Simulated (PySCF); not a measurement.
PySCF job for HNP, SMILES [NH+]#P, charge +1, TDA-ωB97X/def2-TZVPD. The structure is a stationary point at ωB97X-D3(BJ)/def2-TZVPD. The isomer is the one that the SMILES or the coordinates give; other isomers of the formula were not compared.

```python
import numpy as np
from pyscf import gto, scf, dft, tdscf

mol = gto.M(
    atom='''
    N     0.00000000    0.00000000    0.89997287
    P     0.00000000    0.00000000   -0.54760469
    H     0.00000000    0.00000000    1.91426023
    ''',
    basis='def2-TZVPD',
    charge=1,
    spin=0,
    symmetry=True,
    symmetry_subgroup='C2v',
    max_memory=1600,
    verbose=4,
)
mf = dft.RKS(mol, xc='wb97x').density_fit(auxbasis='def2-universal-jkfit')
mf.grids.level = 3
mf.conv_tol = 1e-9
mf.max_cycle = 100
mf.kernel()
mf.grids = dft.Grids(mol).set(level=1).build(with_non0tab=True)  # coarser grid for the response kernel
td = tdscf.TDA(mf)
td.singlet = True
td.nstates = 10
td.conv_tol = 1e-4
td.positive_eig_threshold = 1e-6
td.kernel(x0=td.get_init_guess(mf, 15))
td.analyze()
tt = tdscf.TDA(mf)
tt.singlet = False
tt.nstates = 4
tt.conv_tol = 1e-4
tt.positive_eig_threshold = 1e-6
tt.kernel(x0=tt.get_init_guess(mf, 9))
tt.analyze(verbose=3)
```

Output:

```
PySCF version 2.14.0

[INPUT] verbose = 4
[INPUT] num. atoms = 3
[INPUT] num. electrons = 22
[INPUT] charge = 1
[INPUT] spin (= nelec alpha-beta = 2S) = 0
[INPUT] symmetry True subgroup C2v
[INPUT] Mole.unit = angstrom
[INPUT] Symbol           X                Y                Z      unit          X                Y                Z       unit  Magmom
[INPUT]  1 N      0.000000000000   0.000000000000   0.899972870000 AA    0.000000000000   0.000000000000   1.700702243839 Bohr   0.0
[INPUT]  2 P      0.000000000000   0.000000000000  -0.547604690000 AA    0.000000000000   0.000000000000  -1.034822888627 Bohr   0.0
[INPUT]  3 H      0.000000000000   0.000000000000   1.914260230000 AA    0.000000000000   0.000000000000   3.617427565847 Bohr   0.0

nuclear repulsion = 45.2601631549869
point group symmetry = Coov, use subgroup C2v
symmetry origin: [ 0.00000000e+00  0.00000000e+00 -2.46486016e-09]
symmetry axis x: [1. 0. 0.]
symmetry axis y: [0. 1. 0.]
symmetry axis z: [0. 0. 1.]
num. orbitals of irrep A1 = 41
num. orbitals of irrep A2 = 8
num. orbitals of irrep B1 = 20
num. orbitals of irrep B2 = 20
number of shells = 33
number of NR pGTOs = 132
number of NR cGTOs = 89
basis = def2-TZVPD
ecp = {}


[settings echo left out]
init E= -396.790021674627
HOMO (B1) = -0.419162816683729  LUMO (B2) = -0.0986188624187907  gap/eV = 8.72245
cycle= 1 E= -396.36093316852  delta_E= 0.429  |g|= 0.294  |ddm|= 1.48
HOMO (B1) = -0.764136175860322  LUMO (B2) = -0.307510866162615  gap/eV = 12.42541
cycle= 2 E= -396.38106501429  delta_E= -0.0201  |g|= 0.193  |ddm|= 0.533
HOMO (B2) = -0.763617898258523  LUMO (B1) = -0.283137967664333  gap/eV = 13.07452
cycle= 3 E= -396.385658328331  delta_E= -0.00459  |g|= 0.101  |ddm|= 0.227
HOMO (B1) = -0.74136753214635  LUMO (B2) = -0.270838584474324  gap/eV = 12.80374
cycle= 4 E= -396.387648311695  delta_E= -0.00199  |g|= 0.0191  |ddm|= 0.0829
HOMO (B2) = -0.742019060873489  LUMO (B2) = -0.269273721899935  gap/eV = 12.86406
cycle= 5 E= -396.387734345369  delta_E= -8.6e-05  |g|= 0.00259  |ddm|= 0.0328
HOMO (B1) = -0.741471237693394  LUMO (B2) = -0.26899226062464  gap/eV = 12.85681
cycle= 6 E= -396.387736981013  delta_E= -2.64e-06  |g|= 0.000334  |ddm|= 0.0102
HOMO (B2) = -0.741512946581831  LUMO (B2) = -0.26897077423771  gap/eV = 12.85853
cycle= 7 E= -396.387737045566  delta_E= -6.46e-08  |g|= 0.000111  |ddm|= 0.00114
HOMO (B1) = -0.74149224101005  LUMO (B1) = -0.268962539507922  gap/eV = 12.85819
cycle= 8 E= -396.38773704989  delta_E= -4.32e-09  |g|= 2.37e-05  |ddm|= 0.000123
HOMO (B1) = -0.741493877108733  LUMO (B2) = -0.268964977950162  gap/eV = 12.85817
cycle= 9 E= -396.387737050127  delta_E= -2.36e-10  |g|= 2.47e-06  |ddm|= 3.97e-05
HOMO (B1) = -0.741493567231061  LUMO (B2) = -0.268964473622777  gap/eV = 12.85817
Extra cycle  E= -396.38773705013  delta_E= -2.84e-12  |g|= 2.12e-06  |ddm|= 3.9e-06
converged SCF energy = -396.38773705013
tot grids = 14008
Overwritten attributes  positive_eig_threshold  of <class 'pyscf.tdscf.rks.TDA'>


******** <class 'pyscf.tdscf.rks.TDA'> for <class 'pyscf.df.df_jk.DFSymAdaptedRKS'> ********
nstates = 10 singlet
deg_eia_thresh = 1.000e-03
wfnsym = None
conv_tol = 0.0001
eigh lindep = 1e-12
eigh level_shift = 0
eigh max_cycle = 100


Excitation energies (eV)
[ 5.66011307  5.99143824  5.99149936  8.60335034  8.60335034 10.32105012
 10.93496513 10.93496513 12.8971264  12.8971264 ]

** Singlet excitation energies and oscillator strengths **
Excited State   1:   A2      5.66011 eV    219.05 nm  f=0.0000
      10 -> 13       -0.49785
      11 -> 12        0.49785
Excited State   2:   A1      5.99144 eV    206.94 nm  f=0.0000
      10 -> 12       -0.49839
      11 -> 13        0.49839
Excited State   3:   A2      5.99150 eV    206.93 nm  f=0.0000
      10 -> 13        0.49839
      11 -> 12        0.49839
Excited State   4:   B1      8.60335 eV    144.11 nm  f=0.0932
       9 -> 12        0.68297
      10 -> 14       -0.10082
Excited State   5:   B2      8.60335 eV    144.11 nm  f=0.0932
       9 -> 13        0.68297
      11 -> 14       -0.10082
Excited State   6:   A1     10.32105 eV    120.13 nm  f=0.3828
       9 -> 14       -0.29782
      10 -> 12       -0.42347
      11 -> 13       -0.42347
Excited State   7:   B1     10.93497 eV    113.38 nm  f=0.0971
      10 -> 14       -0.68479
Excited State   8:   B2     10.93497 eV    113.38 nm  f=0.0971
      11 -> 14       -0.68479
Excited State   9:   B1     12.89713 eV     96.13 nm  f=0.0478
       8 -> 12        0.10584
      10 -> 15       -0.53979
      10 -> 16        0.37651
      10 -> 19       -0.20601
Excited State  10:   B2     12.89713 eV     96.13 nm  f=0.0478
       8 -> 13       -0.10584
      11 -> 15        0.53979
      11 -> 16       -0.37651
      11 -> 19        0.20601

** Transition electric dipole moments (AU) **
state          X           Y           Z        Dip. S.      Osc.
  1        -0.0000     -0.0000      0.0000      0.0000      0.0000
  2        -0.0000      0.0000      0.0000      0.0000      0.0000
  3         0.0000      0.0000     -0.0000      0.0000      0.0000
  4         0.6650      0.0000     -0.0000      0.4422      0.0932
  5        -0.0000      0.6650     -0.0000      0.4422      0.0932
  6        -0.0000     -0.0000      1.2305      1.5140      0.3828
  7        -0.6019     -0.0000      0.0000      0.3623      0.0971
  8        -0.0000     -0.6019     -0.0000      0.3623      0.0971
  9        -0.3890     -0.0000     -0.0000      0.1513      0.0478
 10         0.0000      0.3890     -0.0000      0.1513      0.0478

** Transition velocity dipole moments (imaginary part, AU) **
state          X           Y           Z        Dip. S.      Osc.
  1        -0.0000     -0.0000      0.0000      0.0000      0.0000
  2        -0.0000      0.0000      0.0000      0.0000      0.0000
  3         0.0000      0.0000      0.0000      0.0000      0.0000
  4         0.0388     -0.0000      0.0000      0.0015      0.0032
  5         0.0000      0.0388      0.0000      0.0015      0.0032
  6        -0.0000     -0.0000      0.0730      0.0053      0.0094
  7        -0.1861     -0.0000      0.0000      0.0346      0.0575
  8        -0.0000     -0.1861     -0.0000      0.0346      0.0575
  9        -0.1598     -0.0000     -0.0000      0.0255      0.0359
 10         0.0000      0.1598     -0.0000      0.0255      0.0359

** Transition magnetic dipole moments (imaginary part, AU) **
state          X           Y           Z
  1        -0.0000      0.0000      0.0000
  2         0.0000      0.0000      0.0000
  3         0.0000     -0.0000      0.0000
  4        -0.0000      1.4926      0.0000
  5        -1.4926      0.0000     -0.0000
  6        -0.0000     -0.0000      0.0000
  7         0.0000     -0.2021      0.0000
  8         0.2021     -0.0000      0.0000
  9         0.0000     -0.1442     -0.0000
 10        -0.1442     -0.0000      0.0000


******** <class 'pyscf.tdscf.rks.TDA'> for <class 'pyscf.df.df_jk.DFSymAdaptedRKS'> ********
nstates = 4 triplet
deg_eia_thresh = 1.000e-03
wfnsym = None
conv_tol = 0.0001
eigh lindep = 1e-12
eigh level_shift = 0
eigh max_cycle = 100


Excitation energies (eV)
[4.51137274 5.04098342 5.0410257  5.66011307]

** Triplet excitation energies and oscillator strengths **
Excited State   1:   A1      4.51137 eV    274.83 nm  f=0.0000
Excited State   2:   A1      5.04098 eV    245.95 nm  f=0.0000
Excited State   3:   A2      5.04103 eV    245.95 nm  f=0.0000
Excited State   4:   A2      5.66011 eV    219.05 nm  f=0.0000
```

The calculation finished and met its thresholds.
